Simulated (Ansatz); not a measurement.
`B[SiH2]Cl` + CH₃OH → `B[SiH2]OC` + HCl at 700 K and 1 bar (ligand exchange at the Si–Cl bond).

Isolated molecules relaxed with PBE0-D4/def2-TZVP in Ansatz; ΔE leaves out vibrations. CBS: MP2 limit from def2 TZ/QZ plus the TZ coupled-cluster correction, frozen cores. This one scheme is used for every species. One conformer a species, not always the lowest.

```json
{"species": "`B[SiH2]Cl`", "CCSD(T)/CBS energy (Eh)": "-776.05948", "H − E (kJ/mol)": "156.8", "S (J/(mol·K))": "388.5"}
{"species": "CH₃OH", "CCSD(T)/CBS energy (Eh)": "-115.61712", "H − E (kJ/mol)": "170.8", "S (J/(mol·K))": "288.5"}
{"species": "`B[SiH2]OC`", "CCSD(T)/CBS energy (Eh)": "-431.29232", "H − E (kJ/mol)": "284.6", "S (J/(mol·K))": "455.2"}
{"species": "HCl", "CCSD(T)/CBS energy (Eh)": "-460.38127", "H − E (kJ/mol)": "38.4", "S (J/(mol·K))": "211.8"}
```

H − E and S are ideal-gas, rigid-rotor, harmonic terms from PBE0-D4/def2-TZVP, for one conformer and one mirror image of each species. 1 Eh = 2625.50 kJ/mol, R = 8.31446 J/(mol·K).

Q: By hand: ΔE, ΔH, ΔS and ΔG.

A: ΔE = (-431.29232) + (-460.38127) − (-776.05948) − (-115.61712) = 0.00301 Eh = 7.9 kJ/mol. Δ(H − E) = 284.6 + 38.4 − 156.8 − 170.8 = -4.6, so ΔH = 3.3 kJ/mol. ΔS = 455.2 + 211.8 − 388.5 − 288.5 = -10.0 J/(mol·K). ΔG = 3.3 − 700 × (-10.0)/1000 = 10.3 kJ/mol.

Q: By hand: the equilibrium constant, and the temperature at which ΔG would vanish if ΔH and ΔS stayed fixed.

A: log₁₀ K = −ΔG/(RT ln 10) = -0.8. ΔH and −TΔS have one sign here, so there is no such temperature.

TΔS isn't small against ΔH here. A doubt of 5 kJ/mol in ΔE shifts log₁₀ K by 0.4 here. Other conformers and mirror images would add mixing entropy, several J/(mol·K) or more a flexible species. These are equilibria of isolated gas molecules and say nothing of rates. Largest T1 diagnostic: 0.011 (customary marks: 0.02 for closed shells, 0.045 for open ones).

ΔS is within the doubt of such terms, so its sign, and with it that verdict, could turn.
